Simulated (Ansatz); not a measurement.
F4Hf, SMILES [F][Hf-]([F])([F])[F] (connectivity only; charge and spin as stated), charge -1, multiplicity 2.

Geometry: B3LYP-D3(BJ)/def2-SVPD. The spin state was assumed, not searched. The def2 effective core potentials stand for the cores of Hf; spin–orbit coupling is left out.

Two levels are set side by side: PBE/def2-SVPD (Ansatz, an electronic-structure program) and CAM-B3LYP/def2-SVPD (Ansatz). Energy differences of separate SCF runs at the same geometry; the states with an electron removed or added have multiplicity 1. Differences are taken from unrounded values.

```
quantity                         CAM-B3LYP
-------------------------------  ---------
vertical ionisation energy (eV)       2.27
```

Task: What does PBE give, and how far is it from CAM-B3LYP? (Estimate from the structure and the level; the computed values follow.)

Result: 
| quantity | PBE | PBE minus CAM-B3LYP |
|---|---|---|
| vertical ionisation energy (eV) | 2.04 | -0.23 |
